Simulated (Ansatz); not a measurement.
```xyz
14

N    -0.723   -1.547   -1.139
B    -0.136   -0.374   -0.635
O    -0.124   -0.068    0.708
Si   -0.643   -0.745    2.105
O     0.449    0.509   -1.505
Si    1.197    1.938   -1.170
H    -1.172   -2.237   -0.567
H    -0.723   -1.750   -2.122
H    -1.362   -2.023    1.838
H     0.524   -1.020    2.978
H    -1.566    0.196    2.785
H     2.373    1.732   -0.287
H     1.646    2.494   -2.469
H     0.261    2.893   -0.522
```

Charge 0, multiplicity 1.

List the ωB97M-V/def2-TZVPP orbital energies in eV (Ansatz 0.2.0). (Estimate.)

Ansatz gave: Occupied: -1807.58, -1807.26, -526.19, -525.93, -394.25, -189.13, -148.58, -148.26, -102.72, -102.68, -102.67, -102.40, -102.36, -102.35, -31.44, -30.45, -26.84, -19.37, -18.63, -16.96, -16.42, -15.76, -14.89, -14.67, -13.38, -13.24, -12.86, -11.78, -11.53, -11.32, -11.12, -10.22. Lowest empty: 1.60, 2.40, 2.73, 3.05, 3.23, 3.27, 3.36, 3.46.
